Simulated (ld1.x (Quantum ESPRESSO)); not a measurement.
Bi, ultrasoft: configuration errors across variants

* Element: bismuth (Bi)
* Generator: ld1.x (Quantum ESPRESSO) 7.5
* Type: ultrasoft
* Functional: BP86
* Relativity: scalar-relativistic
* Frozen core: [Kr] 4d10 4f14
* Valence charge: 23
* Reference configuration: 5s2 5p6 5d10 6s2 6p3
* Partial waves: 5s (bound): rcut 1.10, rcutus 1.45 bohr; 6s (bound): rcut 1.10, rcutus 1.45 bohr; 5p (bound): rcut 1.35, rcutus 1.45 bohr; 6p (bound): rcut 1.35, rcutus 1.45 bohr; 5d (bound): rcut 1.40, rcutus 1.65 bohr; 5d channel at 3.3 Ry: rcut 1.40, rcutus 1.65 bohr
* Local potential: all-electron potential smoothed inside 1.45 bohr (lloc = -1)
* Core correction: a·sin(br)/r model core inside 1.25 bohr
* Augmentation charge: PSQ, inside the norm-conserving radii

All-electron excitation energies from the reference (eV): (1) 5s2 5p6 5d10 6s2 6p2 8.073; (2) 5s2 5p6 5d10 6s2 6p1 23.499; (3) 5s2 5p6 5d10 6s2 6p0 46.982.

The overlap operator is not positive definite (basis up to 400 Ry) in “base”, “core correction none”, “core correction a·sin(br)/r model core inside 0.90 bohr”, “core correction a·sin(br)/r model core inside 1.14 bohr”, “core correction a·sin(br)/r model core inside 1.30 bohr”, “core correction a·sin(br)/r model core inside 1.56 bohr”, “core correction a·sin(br)/r model core inside 1.66 bohr”. Such files are unfit for use, however small their errors in these radial tests.

Errors AE − PS in meV (a dash: test not solved or not reliable):

| change | (1) | (2) | (3) | bound ghosts |
| --- | --- | --- | --- | --- |
| base | -3.8 | -14 | -37 | not determined (overlap not positive) |
| core correction none | -3.8 | -14 | -37 | not determined (overlap not positive) |
| core correction a·sin(br)/r model core inside 0.90 bohr | -4.0 | -16 | -45 | not determined (overlap not positive) |
| core correction a·sin(br)/r model core inside 1.14 bohr | -3.8 | -15 | -39 | not determined (overlap not positive) |
| core correction a·sin(br)/r model core inside 1.30 bohr | -3.8 | -14 | -37 | not determined (overlap not positive) |
| core correction a·sin(br)/r model core inside 1.56 bohr | -3.8 | -14 | -37 | not determined (overlap not positive) |
| core correction a·sin(br)/r model core inside 1.66 bohr | -3.8 | -14 | -37 | not determined (overlap not positive) |

Give the same row for: core correction a·sin(br)/r model core inside 0.72 bohr.

-4.2, -18, -52; bound ghosts: not determined (overlap not positive). Its overlap operator is not positive definite in a basis up to 400 Ry (lowest eigenvalue p -0.08, d -1.57), so the file is unfit for use: the generalised eigenproblem breaks down once the basis is large enough, and its test numbers describe a broken file.
